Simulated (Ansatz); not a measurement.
Relaxation of F₃H₆HfNOSi (13 atoms, charge 0, multiplicity 1), to a largest force component of 0.03 eV/Å in at most 50 steps.

Computed with Ansatz 0.2.0, RHF/def2-SVP.

```xyz
13
Properties=species:S:1:pos:R:3
Hf 0.189 -0.635 -0.615
N 0.250 0.231 2.663
H -0.556 0.494 3.203
H 1.070 0.561 3.142
F 1.811 0.388 -0.678
O -1.388 0.483 -0.765
Si -2.665 1.522 -0.936
H -3.822 1.018 -0.165
H -2.288 2.861 -0.433
H -3.034 1.620 -2.364
F 0.213 -1.689 -2.213
F 0.133 -1.955 0.835
H 0.284 -0.797 2.617
```

**Question.** Where does it end, and by what steps?

**Answer.** The forces met the threshold. After 9 steps the energy has fallen by 0.762 eV; H4 moved furthest, 0.80 Å. Joined: Hf1–N2 (3.39 → 2.47 Å).

```
step  energy less start (eV)  largest force component (eV/Å)  accepted
   0                  0.0000                           1.126       yes
   1                 -0.1791                           1.425       yes
   2                 -0.4170                           1.856       yes
   3                 -0.6167                           1.466       yes
   4                 -0.7138                           0.904       yes
   5                 -0.7207                           0.685       yes
   6                 -0.7538                           0.236       yes
   7                 -0.7578                           0.239       yes
   8                 -0.7604                           0.140       yes
   9                 -0.7618                           0.010       yes
```

```xyz
13
Properties=species:S:1:pos:R:3
Hf 0.196 -0.627 -0.198
N 0.236 0.095 2.160
H -0.576 0.629 2.425
H 1.047 0.666 2.345
F 1.927 0.246 -0.099
O -1.361 0.561 -0.366
Si -2.649 1.495 -0.781
H -3.873 0.983 -0.123
H -2.420 2.887 -0.323
H -2.849 1.497 -2.246
F 0.328 -1.311 -1.996
F -0.090 -2.312 0.724
H 0.280 -0.706 2.771
```

Whether the end is a true minimum wasn't checked by a vibrational analysis.

The run took 24 s on 4 threads of Arm Neoverse V1, on a shared host, peak memory 0.43 GiB.
